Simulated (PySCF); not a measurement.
A GIAO shielding run with PySCF (density fitting, non-relativistic, gas phase) on SMILES C[C@@H]1C[Si@@H](F)CC1=S, C5H9FSSi:

```
$ OMP_NUM_THREADS=1 python probes_run.py task.json out

{"job": {"kind": "nmr", "xc": "PBE0", "basis": "pcSseg-1"}, "charge": 0, "multiplicity": 1}
C      1.707215    -0.588648     0.454237
C      0.753191    -0.245587    -0.694994
C      0.300019     1.221401    -0.610604
Si    -1.197725     1.220256     0.557379
F     -2.444311     2.007113    -0.101307
C     -1.453230    -0.661907     0.429412
C     -0.466485    -1.117023    -0.594375
S     -0.693144    -2.420731    -1.531302
H      1.248917    -0.358933     1.413870
H      1.962220    -1.646063     0.429886
H      2.623225    -0.010095     0.360314
H      1.268411    -0.447606    -1.638548
H     -0.008472     1.563544    -1.600475
H      1.130770     1.853649    -0.303770
H     -1.059469     1.784392     1.887344
H     -1.220405    -1.157033     1.374670
H     -2.457726    -0.984699     0.158353
```

Hardware: 1 thread of an Arm Neoverse N1, shared host. The job also computes population analyses, field gradients, ring-centre shieldings.

Problem. How large is the calculation?

Solution. 78 electrons, 195 basis functions and 1056 auxiliary functions.

Problem. How long does it take, and how much memory does it need?

Solution. 84 s of wall time, with 14 SCF cycles and 5 response iterations; peak memory 0.88 GiB. Times on a shared host scatter by some tens of per cent.
